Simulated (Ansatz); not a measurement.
PBE exchange is replaced step by step with exact exchange (0 % is PBE, 25 % PBE0; no dispersion term), basis def2-SVP, Ansatz. System: Cd₇Te₇. Charge 0, multiplicity 1. Geometry: PBE-D4/def2-SVP.

Geometry of the singlet:

```
atom   x (Å)   y (Å)   z (Å)
 Te1   1.796  -2.343  -2.691
 Te2  -1.510   0.241   4.336
 Te3  -0.645  -3.110   0.973
 Te4   2.797   0.605   1.343
 Te5   1.914   2.699  -2.805
 Te6  -1.971   1.487  -0.263
 Te7  -2.159  -0.167  -2.828
 Cd8   0.933   0.315   3.250
 Cd9   1.651  -1.616   0.016
Cd10   0.726   0.271  -3.196
Cd11  -1.710  -0.645   1.608
Cd12  -1.791   2.711   2.421
Cd13  -0.915  -2.405  -1.755
Cd14   0.886   1.957  -0.411
```

In the def2 sets Cd, Te take a core potential; there is no spin–orbit coupling. The restricted singlet is unstable towards broken spin symmetry in Hartree–Fock (as tested in another run); at PBE with 5 % exact exchange/def2-SVP, PBE with 10 % exact exchange/def2-SVP, PBE with 15 % exact exchange/def2-SVP, PBE0-D4/def2-SVP and others this wasn't settled.

```
exact exchange (%)  HOMO (eV)  LUMO (eV)  gap (eV)
                 0      -4.64      -3.71      0.92
                 5      -4.81      -3.64      1.17
                10      -4.98      -3.56      1.43
                15      -5.16      -3.48      1.68
                25      -5.52      -3.31      2.21
                50      -6.42      -2.87      3.54
```

**Question.** Fit a straight line to the column «gap (eV)» against the share of exact exchange and predict its value at 35 %.

**Answer.** With x = exact exchange (%) and y = gap (eV): mean x = 17.5, mean y = 1.825; Σ(x − x̄)(y − ȳ) = 85.97, Σ(x − x̄)² = 1638; slope b = 0.05248, intercept a = ȳ − b·x̄ = 0.9066. The residuals of the fitted rows reach 0.01. At x = 35 the line gives 0.9066 + (0.05248 × 35) = 2.74; the run gave 2.74, the same within rounding.
